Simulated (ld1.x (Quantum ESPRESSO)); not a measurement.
## ruthenium: one change to a TM potential, before and after

* Element: ruthenium
* Generator: ld1.x (Quantum ESPRESSO) 7.5
* Type: norm-conserving Troullier–Martins (Kleinman–Bylander form)
* Functional: PBE
* Relativity: scalar-relativistic
* Frozen core: [Ar] 3d10
* Valence charge: 16
* Reference configuration: 4s2 4p6 4d7 5s0 5p0 (charge +1)
* Partial waves: 4s (bound): rc 1.10 bohr; 4p (bound): rc 1.65 bohr; 4d (bound): rc 1.30 bohr
* Local potential: all-electron potential smoothed inside 0.90 bohr (lloc = -2)
* Core correction: none

Change: wave 4s (bound): rc 1.10 bohr becomes 4s (bound): rc 0.80 bohr.

Cutoffs: the cutoffs (Ry, on a coarse ladder) from which the occupation-weighted sum of valence levels, in a spherical-Bessel basis at the reference potential, stays within 10 and 1 mRy of its value at 400 Ry; they do not see the model core or the augmentation charge, which bear on the density cutoff. Errors are all-electron minus pseudo energies relative to the spin-unpolarised reference configuration.

Problem. How do hardness, ghosts and transferability respond?

Solution. Of the 7 tests that both files solve, the error grows in 4 and shrinks in 0 by more than 15 % and 0.3 meV (median size 153.8 → 304.0 meV); neither file shows a bound ghost. That the errors move this way runs against the usual rule that smaller radii transfer better.

| quantity | base | changed |
| --- | --- | --- |
| cutoff, loose | 110 Ry | 260 Ry |
| cutoff, tight | 200 Ry | over 300 Ry |
| loose cutoff by channel (10 mRy a level) | s 100 Ry, p 25 Ry, d 45 Ry | s 230 Ry, p 25 Ry, d 45 Ry |
| bound ghosts | none | none |
| error for 4s2 4p6 4d7 5s1 5p0, meV [ΔE -7.29 eV] | +346 | +697 |
| error for 4s2 4p6 4d6 5s0 5p0, meV [ΔE 18.19 eV] | +1.5 | +1.6 |
| error for 4s2 4p6 4d5 5s0 5p0, meV [ΔE 48.81 eV] | +10 | +11 |
| error for 4s1 4p6 4d7 5s1 5p0, meV [ΔE 75.40 eV] | +682 | +1423 |
| error for 4s2 4p6 4d8 5s0 5p0, meV [ΔE -7.62 eV] | -0.1 | -0.1 |
| error for 4s2 4p6 4d6 5s1 5p0, meV [ΔE 2.82 eV] | +576 | +1185 |
| error for 4s2 4p6 4d7.5 5s0.5 5p0, meV [ΔE -7.61 eV] | +154 | +304 |
| s: phases at 1.79 bohr within 0.05 rad from the reference energy up to (Ry; the scan ends near 5) | -0.8 | -1.4 |
| p: phases at 1.79 bohr within 0.05 rad from the reference energy up to (Ry; the scan ends near 5) | 1.2 | 1.2 |
| d: phases at 1.79 bohr within 0.05 rad from the reference energy up to (Ry; the scan ends near 5) | to the end of the scan | to the end of the scan |
